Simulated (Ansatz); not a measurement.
`N#C[SiH3]` + `[CH3][InH][Cl]` → `[CH3][In]([Cl])[C]#N` + SiH₄  (formal exchange of groups at a C–Si bond)

Isolated molecules relaxed with PBE0-D4/def2-TZVP in Ansatz; ΔE leaves out vibrations. CCSD(T)/CBS is the MP2 limit (def2-TZVPP, def2-QZVPP) plus CCSD(T) − MP2 in def2-TZVPP, frozen cores. This one scheme is used for every species. Functionals use def2-TZVPP. def2 core potentials past Kr. For In outer-core shells are correlated without core-valence functions, which leaves a few kJ/mol of doubt a bond.

CCSD(T)/CBS gives -0.9 kcal/mol.

Q: Another level gave +0.5 kcal/mol. Which?
A. revPBE/def2-TZVPP
B. CCSD/def2-TZVPP
C. B97M-V/def2-TZVPP
D. ωB97X-V/def2-TZVPP

A: A. revPBE 0.5, B97M-V 1.7, CCSD/def2-TZVPP -1.5, ωB97X-V -0.5 kcal/mol.

Largest T1 diagnostic among the species: 0.013.

At CCSD(T), def2-SVP lies −2.2 kcal/mol from the extrapolated value and def2-TZVPP −0.9 kcal/mol. Leaving LDA and LC-ωPBE aside and taking each functional with its dispersion term where it has one, the values, not all of them listed here, spread over 2.3 kcal/mol, from PBE-QIDH to B97M-V. LDA lies +1.7 kcal/mol from PBE without D4.
